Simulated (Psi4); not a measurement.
A dimer, CO2 ··· COS (SMILES O=C=O and O=C=S); the first 3 atoms form monomer A.

```
6

O     -1.1597     0.0007     0.0000
C      0.0000     0.0000     0.0000
O      1.1597    -0.0007     0.0000
O      2.9985    -3.0949     4.3151
C      2.9427    -2.0948     3.7389
S      2.8673    -0.7428     2.9599
```

### Question
What interaction energy does SAPT0/jun-cc-pVDZ, frozen core (Psi4) give, and which attractive term is the largest?

### Answer
Total -1.17 kJ/mol: electrostatics -1.71, exchange 3.58, induction -0.34, dispersion -2.71. The most attractive term is dispersion.
